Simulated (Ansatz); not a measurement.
Computed with Ansatz on PBE0-D4/def2-TZVP structures; ΔE is electronic, products minus reactants. CCSD(T)/CBS is the MP2 limit (def2-TZVPP, def2-QZVPP) plus CCSD(T) − MP2 in def2-TZVPP, frozen cores. DFT in def2-TZVPP. For Se outer-core shells are correlated without core-valence functions, which leaves a few kJ/mol of doubt a bond. Scalar relativity is left out up to krypton. One conformer a species, not always the lowest.

Reaction (ligand exchange at the Al–O bond): `[CH3][AlH][O][SiH](F)F` + `C[SeH]` → `[CH3][AlH][Se]C` + `O[SiH](F)F`

```csv
level,ΔE (kcal/mol),difference from CCSD(T)/CBS
r2SCAN-D4,11.3,-0.1
PBE0-D4,9.5,-1.9
ωB97X-V,12.3,0.9
ωB97M-V,12.1,0.7
r2SCAN,11.4,0.0
PBE0,10.0,-1.4
HF/def2-TZVPP,15.5,4.1
MP2/def2-TZVPP,11.4,0.0
CCSD/def2-TZVPP,13.0,1.6
MP2/def2-QZVPP,11.2,-0.2
CCSD(T)/CBS,11.4,0
```

Largest T1 diagnostic among the species: 0.012.

In def2-TZVPP, CCSD(T) changes the Hartree–Fock value by −3.3 kcal/mol (the triples alone add −0.9 kcal/mol) and MP2 by −4.1 kcal/mol. The D4 term adds −0.8 kcal/mol with B3LYP and −0.4 kcal/mol with PBE0; it sums over pairs of atoms, weighted by their polarisabilities, and B3LYP, whose exchange is more repulsive, gets the larger term.

B3LYP here is the variant with VWN-RPA as its local correlation; programs differ in this.
